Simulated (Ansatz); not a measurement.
Reaction (cleavage of the Ge–Si bond): `ClB1C[SiH]1[GeH3]` + `OC(O)O` → `OC(O)[O][GeH3]` + `ClB1C[SiH2]1`

Computed with Ansatz on PBE0-D4/def2-TZVP structures; ΔE is electronic, products minus reactants. CCSD(T)/CBS adds triple-zeta CCSD(T) − MP2 to the extrapolated MP2 energy (def2 sets, frozen cores). DFT in def2-TZVPP. B3LYP here is the variant with VWN-RPA as its local correlation; programs differ in this. For Ge outer-core shells are correlated without core-valence functions, which leaves a few kJ/mol of doubt a bond. Scalar relativity is left out up to krypton. Each species was taken in one conformer, which may not be the lowest.

| level | ΔE (kJ/mol) | difference from CCSD(T)/CBS |
| --- | --- | --- |
| PBE-D4 | 15.5 | 13.5 |
| B2PLYP | -3.9 | -5.9 |
| PBE | 15.5 | 13.5 |
| r2SCAN | 4.5 | 2.5 |
| B3LYP | -0.4 | -2.4 |
| HF/def2-TZVPP | -18.8 | -20.8 |
| CCSD/def2-TZVPP | -3.6 | -5.6 |
| MP2/def2-QZVPP | -2.4 | -4.4 |
| SCS-MP2/def2-QZVPP | -9.0 | -11.0 |
| HF/CBS(def2) | -20.4 | -22.4 |
| CCSD(T)/CBS | 2.0 | 0 |

Largest T1 diagnostic among the species: 0.013.

In def2-TZVPP, CCSD(T) changes the Hartree–Fock value by +16.8 kJ/mol (the triples alone add +1.6 kJ/mol) and MP2 by +14.6 kJ/mol.
